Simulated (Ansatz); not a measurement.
`[SiH3]O[CH2][ZnH]` → C• + 6 H• + O• + Si• + Zn (atom)  (atomization)

Isolated molecules relaxed with PBE0-D4/def2-TZVP in Ansatz; ΔE leaves out vibrations. CCSD(T)/CBS is the MP2 limit (def2-TZVPP, def2-QZVPP) plus CCSD(T) − MP2 in def2-TZVPP, frozen cores. This one scheme is used for every species, atoms too. DFT in def2-TZVPP. No spin–orbit coupling; open shells (•) take unrestricted orbitals. Spin–orbit coupling would lower the free atoms: a little for C, O, Si. For Zn outer-core shells are correlated without core-valence functions, so the limit isn't a true one: a few kJ/mol of doubt a bond, and 10 to 20 or more in all where bonds break to atoms. Scalar relativity is left out up to krypton. Each species was taken in one conformer, which may not be the lowest.

`[SiH3]O[CH2][ZnH]`:

```xyz
10

Si    0.333    0.828    1.541
O     0.381   -0.323    0.369
C    -0.361   -0.131   -0.845
Zn   -0.058   -1.714   -1.971
H     1.187    0.348    2.653
H    -1.064    1.040    2.018
H     0.842    2.131    1.025
H    -0.032    0.789   -1.347
H    -1.428    0.003   -0.618
H     0.202   -2.970   -2.827
```

CCSD(T)/CBS gives +728.4 kcal/mol.

(1) Another level gave +718.8 kcal/mol. Which?
A. BLYP-D4/def2-TZVPP
B. PBE-QIDH/def2-TZVPP
C. revPBE-D4/def2-TZVPP
D. r2SCAN0/def2-TZVPP

Largest T1 diagnostic among the species: 0.017.

Results:

(1) D. r2SCAN0 718.8, BLYP-D4 719.8, revPBE-D4 714.1, PBE-QIDH 720.7 kcal/mol.

In def2-TZVPP, CCSD(T) changes the Hartree–Fock value by +181.6 kcal/mol (the triples alone add +9.2 kcal/mol) and MP2 by +189.8 kcal/mol; breaking electron pairs costs correlation energy, which Hartree–Fock lacks. The D4 term adds +7.2 kcal/mol with B3LYP and +3.8 kcal/mol with PBE0; it sums over pairs of atoms, weighted by their polarisabilities, and B3LYP, whose exchange is more repulsive, gets the larger term.

B3LYP here is the variant with VWN-RPA as its local correlation; programs differ in this.

For atomizations the MP2-based limit and the directly extrapolated one differ by several kJ/mol either way, and by 10 to 25 for some Ge, Se and Sn compounds, so smaller differences from it don't rank the levels.
